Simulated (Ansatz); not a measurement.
A structure relaxed at PBE-D4/def2-SVP in Ansatz, charge 0, singlet:

Cartesian coordinates in Å:
```
Mg -0.4755 0.2311 -1.4423
Mg 0.6750 -1.8537 0.1094
Mg 0.3250 0.6820 1.2745
Mg -2.0432 -1.7970 -0.4333
Mg -0.3265 -2.3028 -2.3661
O 1.6019 -0.7726 1.5580
O -0.1416 2.6047 1.8897
O -0.9656 -0.4754 0.4971
O -0.6524 -3.1694 -0.6089
O 0.3037 1.8664 -0.4723
O 1.0205 -1.0648 -1.6955
O -1.8340 -1.0182 -2.2241
H 2.5572 -0.7605 1.7250
H -1.0206 2.8709 2.2162
H -0.1309 2.7398 0.8706
H 1.1069 2.2195 -0.8981
```

Problem. Give its formula.

Solution. Mg5O7H4, a hydroxylated oxide cluster.

Problem. Summarise the bond lengths by kind (pairs closer than 1.2 times the sum of covalent radii, bridged metal pairs left out).

Solution. 18 × Mg–O 1.90 to 2.18 Å; 4 × H–O 0.97 to 1.03 Å.
